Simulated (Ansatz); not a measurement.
C₃H₉MgN (`[CH3][Mg][N](C)C`), relaxed with RKS PBE-D4/def2-SVP in Ansatz 0.2.0 from a rough embedded geometry. The force threshold is 0.03 eV/Å; the program also tests the step.

The species carries charge 0 and has multiplicity 1.

Start:

```xyz
14

C    -0.389    2.765    1.275
Mg   -0.045    1.033    0.126
N     0.300   -0.671   -0.980
C    -0.891   -1.442   -1.113
C     1.336   -1.450   -0.287
H    -0.221    3.728    0.671
H     0.238    2.813    2.168
H    -1.483    2.828    1.566
H    -1.264   -1.600   -0.013
H    -1.663   -0.819   -1.578
H    -0.771   -2.376   -1.578
H     1.048   -1.630    0.751
H     2.242   -0.809   -0.225
H     1.562   -2.371   -0.781
```

(1) How much energy does the relaxation release, and in how many steps? (An estimate is asked.)

(2) Which bonds change most? (Best estimate.)

(3) Give the relaxed structure. (An estimate is asked.)

Results:

(1) Computed: 82.27 kJ/mol, in 9 steps.

(2) Ansatz gave: Mg2–N3 from 2.061 to 1.932 Å; C4–H11 from 1.050 to 1.122 Å; C5–H14 from 1.069 to 1.122 Å; C4–H9 from 1.173 to 1.122 Å.

(3) The calculation gave: 
```xyz
14

C    -0.373    2.994    1.133
Mg   -0.130    1.044    0.394
N     0.093   -0.751   -0.285
C    -0.941   -1.503   -0.958
C     1.317   -1.513   -0.186
H    -0.119    3.763    0.373
H     0.275    3.180    2.017
H    -1.419    3.183    1.454
H    -1.199   -2.459   -0.431
H    -1.886   -0.920   -1.040
H    -0.656   -1.800   -2.002
H     1.190   -2.470    0.387
H     2.119   -0.938    0.329
H     1.728   -1.811   -1.187
```
